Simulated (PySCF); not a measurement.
B3LYP has the VWN-RPA correlation part, as in Gaussian. 

Cartesian coordinates (Å):
SMILES: [C](F)(F)[SeH]
```xyz
5

F     -1.6740    -0.9081     0.2282
C     -0.6559    -0.0518     0.2921
F     -0.9637     1.0564    -0.3820
Se     1.0403    -0.8938    -0.1298
H      1.7718     0.3507     0.1517
```
Charge 0, spin multiplicity 2.

Question: What is the computed dipole moment, total energy and highest occupied spin orbital (B3LYP-D3(BJ)/def2-TZVP (PySCF))?

Answer: 
```yaml
dipole_moment: 1.38 D
total_energy: -2640.0188 Ha
highest_occupied_spin_orbital: -6.23 eV
```
